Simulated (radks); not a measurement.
Values are calculated unless marked as measured or tabulated.
Task: Ionisation of Yb+, [Xe] 4f14 6s1, to Yb2+, [Xe] 4f14, under several functionals. Scalar-relativistic Kohn-Sham, spin-polarised, spherical densities, finite nucleus; open shells are filled with parallel spins first (spin-orbit coupling, left out, can overturn this in heavy ions); a radial shooting solver on a logarithmic mesh with Libxc functionals. The NIST Atomic Spectra Database gives 12.179 eV (measured). Rank these functionals by the error of their Delta-SCF ionisation energy: B86b exchange with PBE correlation; LDA (Slater exchange, Perdew-Wang correlation); MS2 meta-GGA; PW91; Wu-Cohen GGA.

Result: From best to worst: MS2 meta-GGA 12.336 eV (+0.157); Wu-Cohen GGA 12.363 eV (+0.184); B86b exchange with PBE correlation 12.453 eV (+0.274); PW91 12.484 eV (+0.305); LDA (Slater exchange, Perdew-Wang correlation) 12.650 eV (+0.471).
